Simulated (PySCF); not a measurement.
## Excitation energy of In(2+) by level of theory

In(2+) [Kr] 4d10 5s1 (2S) → In(2+) [Kr] 4d9 5s1 6s1 (4D), as a difference of total energies. All numbers are calculated (PySCF 2.14, a scalar-relativistic core potential, in aug-cc-pVDZ-PP with ECP28MDF). The calculations carry no spin-orbit coupling.

```json
{"method": "UHF", "excitation energy (eV)": "30.998"}
{"method": "LDA", "excitation energy (eV)": "31.531"}
{"method": "PBE", "excitation energy (eV)": "31.376"}
{"method": "PBE0", "excitation energy (eV)": "31.573"}
{"method": "r2SCAN", "excitation energy (eV)": "31.814"}
{"method": "HSE06", "excitation energy (eV)": "31.565"}
{"method": "TPSSh", "excitation energy (eV)": "31.363"}
{"method": "PBEsol", "excitation energy (eV)": "31.368"}
```

The upper state lies above the first ionisation limit, but in LS coupling its spin forbids autoionisation to the ground ion; at this Z spin-orbit coupling breaks that rule. A Rydberg-like electron needs more diffuse functions than a valence basis has.

The promoted electron is Rydberg-like, and one or two diffuse shells describe it only roughly, which tends to raise the upper state.
